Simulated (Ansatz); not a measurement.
Ansatz (an electronic-structure program) input file for C2H5NO2Si, SMILES O[Si@H]1OCN=C1, PBE-D3(BJ)/def2-SVP. 

Ansatz 0.2 input:
```yaml
crystal:
  periodic: [false, false, false]
  atoms:
    - {symbol: O, position_ang: [1.85045477, 0.36210256, 1.10652655]}
    - {symbol: Si, position_ang: [0.53764778, 0.71751685, 0.16318587]}
    - {symbol: C, position_ang: [-1.15161168, 0.17146893, 0.81296622]}
    - {symbol: N, position_ang: [-1.68193915, -0.69710976, 0.03865547]}
    - {symbol: C, position_ang: [-0.87260329, -1.00051410, -1.12782882]}
    - {symbol: O, position_ang: [0.34520141, -0.28675455, -1.16170064]}
    - {symbol: H, position_ang: [1.95207691, -0.54632904, 1.40935412]}
    - {symbol: H, position_ang: [0.72311066, 2.13856257, -0.19360618]}
    - {symbol: H, position_ang: [-1.70548887, 0.45982691, 1.71840195]}
    - {symbol: H, position_ang: [-0.67433522, -2.08665500, -1.13397580]}
    - {symbol: H, position_ang: [-1.46881784, -0.75938607, -2.02479625]}
basis:
  gaussian:
    orbitals: def2-SVP
hamiltonian:
  xc: pbe
  dispersion: d3bj
relax: {f_tol: 0.002, max_steps: 200}
```

Log of the run:

```
WARN ansatz: RAYON_NUM_THREADS=1 ignored (pool sized by the plan → 1); use --threads N
Functional definition: PBE
integrals: 0.06 GiB planned
1260 factors; their error is unknown
mean field: 0.33 GiB planned
mean field evaluation 1: about -15586.2691 eV, gradient 7.5e1 eV
mean field evaluation 2: about -15560.0590 eV, gradient 1.4e2 eV
mean field evaluation 4: about -15597.0337 eV, gradient 1.3e1 eV
mean field evaluation 8: about -15597.4077 eV, gradient 3.1e-1 eV
mean field evaluation 16: about -15597.3236 eV, gradient 2.8e-3 eV
mean field -15597.32357785 eV, -573.1910692405 hartree, gradient 5.1e-5 eV, S^2 0.000000; 0 other end points of the search recorded, 0 dependent functions left out
the calculation of the forces begins
reference -15597.32361180 eV, -573.1910704880 hartree; 27, 27 occupied and 86, 86 virtual orbitals, 1260 factors
relax step   1: F+E_penalty+E_count = -15597.57518700 eV  Δ(F+E_penalty+E_count) = +0.000e0 eV  max|allowed force component| = 6.835e-1 eV/Å  Δτ_max = 0.0000 Å  (31 SCF iters, accepted)
these checks for a lower state are left out or cut short: starts, cluster_reference, orbital_swaps, neighbouring_geometries, increment
integrals: 0.06 GiB planned
1260 factors; their error is unknown
mean field: 0.33 GiB planned
mean field -15597.35094550 eV, -573.1920749829 hartree, gradient 1.2e-5 eV, S^2 0.000000; 0 other end points of the search recorded, 0 dependent functions left out
the calculation of the forces begins
reference -15597.35097955 eV, -573.1920762342 hartree; 27, 27 occupied and 86, 86 virtual orbitals, 1260 factors
relax step   2: F+E_penalty+E_count = -15597.60148510 eV  Δ(F+E_penalty+E_count) = -2.630e-2 eV  max|allowed force component| = 3.341e-1 eV/Å  Δτ_max = 0.0235 Å  (33 SCF iters, accepted)
these checks for a lower state are left out or cut short: starts, cluster_reference, orbital_swaps, neighbouring_geometries, increment
integrals: 0.06 GiB planned
1260 factors; their error is unknown
mean field: 0.33 GiB planned
mean field evaluation 32: about -15597.3576 eV, gradient 2.6e-3 eV
mean field -15597.35760021 eV, -573.1923195389 hartree, gradient 1.2e-5 eV, S^2 0.000000; 0 other end points of the search recorded, 0 dependent functions left out
the calculation of the forces begins
reference -15597.35763429 eV, -573.1923207916 hartree; 27, 27 occupied and 86, 86 virtual orbitals, 1260 factors
relax step   3: F+E_penalty+E_count = -15597.60744907 eV  Δ(F+E_penalty+E_count) = -5.964e-3 eV  max|allowed force component| = 6.251e-2 eV/Å  Δτ_max = 0.0130 Å  (33 SCF iters, accepted)
these checks for a lower state are left out or cut short: starts, cluster_reference, orbital_swaps, neighbouring_geometries, increment
integrals: 0.06 GiB planned
1260 factors; their error is unknown
mean field: 0.33 GiB planned
mean field -15597.35724044 eV, -573.1923063177 hartree, gradient 1.1e-5 eV, S^2 0.000000; 0 other end points of the search recorded, 0 dependent functions left out
the calculation of the forces begins
reference -15597.35727452 eV, -573.1923075700 hartree; 27, 27 occupied and 86, 86 virtual orbitals, 1260 factors
relax step   4: F+E_penalty+E_count = -15597.60714875 eV  Δ(F+E_penalty+E_count) = +3.003e-4 eV  max|allowed force component| = 7.440e-2 eV/Å  Δτ_max = 0.0120 Å  (33 SCF iters, rejected (line search))
these checks for a lower state are left out or cut short: starts, cluster_reference, orbital_swaps, neighbouring_geometries, increment
integrals: 0.06 GiB planned
1260 factors; their error is unknown
mean field: 0.33 GiB planned
mean field -15597.35805209 eV, -573.1923361453 hartree, gradient 1.1e-5 eV, S^2 0.000000; 0 other end points of the search recorded, 0 dependent functions left out
the calculation of the forces begins
reference -15597.35808615 eV, -573.1923373971 hartree; 27, 27 occupied and 86, 86 virtual orbitals, 1260 factors
relax step   5: F+E_penalty+E_count = -15597.60793121 eV  Δ(F+E_penalty+E_count) = -4.821e-4 eV  max|allowed force component| = 2.883e-2 eV/Å  Δτ_max = 0.0058 Å  (34 SCF iters, accepted)
these checks for a lower state are left out or cut short: starts, cluster_reference, orbital_swaps, neighbouring_geometries, increment
integrals: 0.06 GiB planned
1260 factors; their error is unknown
mean field: 0.33 GiB planned
mean field -15597.35818454 eV, -573.1923410127 hartree, gradient 1.1e-5 eV, S^2 0.000000; 0 other end points of the search recorded, 0 dependent functions left out
the calculation of the forces begins
reference -15597.35821858 eV, -573.1923422636 hartree; 27, 27 occupied and 86, 86 virtual orbitals, 1260 factors
relax step   6: F+E_penalty+E_count = -15597.60818912 eV  Δ(F+E_penalty+E_count) = -2.579e-4 eV  max|allowed force component| = 3.689e-2 eV/Å  Δτ_max = 0.0182 Å  (33 SCF iters, accepted)
these checks for a lower state are left out or cut short: starts, cluster_reference, orbital_swaps, neighbouring_geometries, increment
integrals: 0.06 GiB planned
1260 factors; their error is unknown
mean field: 0.33 GiB planned
mean field -15597.35819992 eV, -573.1923415780 hartree, gradient 1.1e-5 eV, S^2 0.000000; 0 other end points of the search recorded, 0 dependent functions left out
the calculation of the forces begins
reference -15597.35823393 eV, -573.1923428278 hartree; 27, 27 occupied and 86, 86 virtual orbitals, 1260 factors
relax step   7: F+E_penalty+E_count = -15597.60834914 eV  Δ(F+E_penalty+E_count) = -1.600e-4 eV  max|allowed force component| = 4.899e-3 eV/Å  Δτ_max = 0.0127 Å  (33 SCF iters, accepted)
these checks for a lower state are left out or cut short: starts, cluster_reference, orbital_swaps, neighbouring_geometries, increment
integrals: 0.06 GiB planned
1260 factors; their error is unknown
mean field: 0.33 GiB planned
mean field evaluation 64: about -15597.4433 eV, gradient 2.1e-4 eV
mean field -15597.35819987 eV, -573.1923415761 hartree, gradient 1.1e-5 eV, S^2 0.000000; 0 other end points of the search recorded, 0 dependent functions left out
the calculation of the forces begins
reference -15597.35823388 eV, -573.1923428258 hartree; 27, 27 occupied and 86, 86 virtual orbitals, 1260 factors
relax step   8: F+E_penalty+E_count = -15597.60835628 eV  Δ(F+E_penalty+E_count) = -7.146e-6 eV  max|allowed force component| = 1.578e-3 eV/Å  Δτ_max = 0.0023 Å  (34 SCF iters, accepted)
integrals: 0.06 GiB planned
1260 factors; their error is unknown
mean field: 0.33 GiB planned
mean field -15597.35819987 eV, -573.1923415761 hartree, gradient 2.8e-5 eV, S^2 0.000000; 1 other end points of the search recorded, 0 dependent functions left out
the calculation of the forces begins
reference -15597.35823388 eV, -573.1923428258 hartree; 27, 27 occupied and 86, 86 virtual orbitals, 1260 factors
Total energy: -15597.60839029 eV, -573.2015359045 hartree
Atom 0 at     1.879723     0.370633     1.103643 Å, force    -0.000700     0.000144    -0.000204 eV/Å
Atom 1 at     0.540066     0.727236     0.168829 Å, force     0.001289     0.001550    -0.000616 eV/Å
Atom 2 at    -1.157862     0.167807     0.817222 Å, force    -0.000528     0.000554     0.001255 eV/Å
Atom 3 at    -1.688595    -0.714918     0.037685 Å, force     0.000746    -0.001280    -0.001031 eV/Å
Atom 4 at    -0.876330    -1.000322    -1.128595 Å, force    -0.001579    -0.000321     0.000550 eV/Å
Atom 5 at     0.341038    -0.273358    -1.185674 Å, force    -0.000147     0.000408    -0.000885 eV/Å
Atom 6 at     1.929858    -0.543368     1.435180 Å, force     0.000241    -0.000616     0.000724 eV/Å
Atom 7 at     0.759104     2.155599    -0.198896 Å, force    -0.000011    -0.001020     0.000216 eV/Å
Atom 8 at    -1.712278     0.452873     1.733119 Å, force     0.000200    -0.000241    -0.000768 eV/Å
Atom 9 at    -0.671411    -2.096507    -1.144006 Å, force     0.000309     0.000678     0.000544 eV/Å
Atom 10 at    -1.489617    -0.772946    -2.031324 Å, force     0.000179     0.000145     0.000215 eV/Å
Dipole moment:    -0.012405    -0.167495     0.151611 e Å
```

Self-consistency was reached.
